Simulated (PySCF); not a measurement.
tetrasilane (H₁₀Si₄), singlet, geometry from GFN2-xTB. Base run: DF-PBE/def2-SV(P) run with PySCF.

Here is a job for PySCF.
```python
from pyscf import gto, scf, dft

mol = gto.M(
    atom='''
Si    2.12583184   -0.97992047    0.95213831
Si    1.08981859    0.98375056    0.30426897
Si   -0.75044984    0.70364371   -1.09076116
Si   -2.44442748   -0.60418660   -0.21378814
H     3.28463556   -0.80359186    1.82955270
H     1.19310244   -1.85202856    1.67198931
H     2.60001803   -1.74488376   -0.20450490
H     2.07880162    1.89236712   -0.29930356
H     0.65736030    1.72312849    1.50366285
H    -0.28813097    0.11273720   -2.35935737
H    -1.29524875    2.00357968   -1.51659198
H    -2.96034576   -0.04672178    1.03956982
H    -3.60309509   -0.77983848   -1.09151795
H    -1.95792107   -1.95076868    0.10048935
''',
    basis='def2-sv(p)',
    verbose=4,
)

mf = dft.RKS(mol)
mf.xc = 'pbe'
mf = mf.density_fit(auxbasis='def2-universal-jkfit')
mf.kernel()
mf.analyze()
```

Variants of this job, named by their change:

```tsv
change	basis functions	E (Eh)	HOMO (eV)	HOMO-LUMO gap (eV)	dipole (D)
base	92	-1162.94733	-7.20	6.03	0.17
basis = cc-pVDZ-DK; relativity = spin-free X2C; nucleus = Gaussian (with nucmod='G'; without mf = mf.density_fit(auxbasis='def2-universal-jkfit'))	122	-1165.75353	-7.09	6.00	0.17
basis = cc-pVDZ-DK; relativity = spin-free X2C (without mf = mf.density_fit(auxbasis='def2-universal-jkfit'))	122	-1165.75426	-7.09	6.00	0.17
basis = x2c-SVPall; relativity = spin-free X2C (without mf = mf.density_fit(auxbasis='def2-universal-jkfit'))	122	-1165.36658	-7.18	6.02	0.16
basis = cc-pVDZ-DK; relativity = none (without mf = mf.density_fit(auxbasis='def2-universal-jkfit'))	122	-1162.86397	-7.11	6.01	0.17
basis = x2c-SVPall; relativity = none (without mf = mf.density_fit(auxbasis='def2-universal-jkfit'))	122	-1162.74727	-7.19	6.02	0.15
basis = jorge-DZP-DKH; relativity = none (without mf = mf.density_fit(auxbasis='def2-universal-jkfit'))	146	-1163.01749	-7.17	6.00	0.18
basis = x2c-SVPall; relativity = spin-free X2C; nucleus = Gaussian (with nucmod='G'; without mf = mf.density_fit(auxbasis='def2-universal-jkfit'))	122	-1165.36591	-7.18	6.02	0.16
basis = jorge-DZP-DKH; relativity = spin-free X2C (without mf = mf.density_fit(auxbasis='def2-universal-jkfit'))	146	-1165.76405	-7.15	5.99	0.18
basis = jorge-DZP-DKH; relativity = spin-free X2C; nucleus = Gaussian (with nucmod='G'; without mf = mf.density_fit(auxbasis='def2-universal-jkfit'))	146	-1165.76332	-7.15	5.99	0.18
```

Absolute energies of different levels of theory aren't comparable as measures of quality.

Basis sets contracted for a relativistic Hamiltonian are a mismatch without it, so the rows without relativity aren't non-relativistic limits. No row has spin-orbit coupling; sets with core potentials leave out the core electrons.
